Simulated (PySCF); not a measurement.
ethyl(silyl)silane (C₂H₁₀Si₂), SMILES CC[SiH2][SiH3].

Geometry: ωB97X-D3(BJ)/def2-SVP. Other conformers were not sampled.

Two levels are set side by side: TDA-PBE/def2-SVPD (PySCF) and TDA-B3LYP/def2-SVPD (PySCF). Vertical, same geometry. The lowest singlet is HOMO→LUMO 87 % with PBE and HOMO→LUMO 94 % with the other functional; states are paired by order. Differences are taken from unrounded values.

```
quantity                               TDA-PBE
-------------------------------------  -------
lowest singlet excitation (eV)            6.50
lowest triplet excitation (TDA) (eV)      5.85
first bright state (f over 0.05) (eV)     7.18
its oscillator strength                   0.10
```

Task: These are the TDA-PBE values. What does TDA-B3LYP give? (An estimate is asked for; the answer gives what the named calculation found.)

Result: 
| quantity | TDA-B3LYP | TDA-PBE minus TDA-B3LYP |
|---|---|---|
| lowest singlet excitation (eV) | 6.88 | -0.39 |
| lowest triplet excitation (TDA) (eV) | 6.18 | -0.33 |
| first bright state (f over 0.05) (eV) | 7.60 | -0.42 |
| its oscillator strength | 0.25 | -0.15 |

A lower first singlet is the usual sign of a functional without exact exchange. Differences between two approximate levels are no errors against the true value.

Rough cost on one machine, each run with all the roots and properties that it gave: TDA-B3LYP against TDA-PBE within a factor of 2.
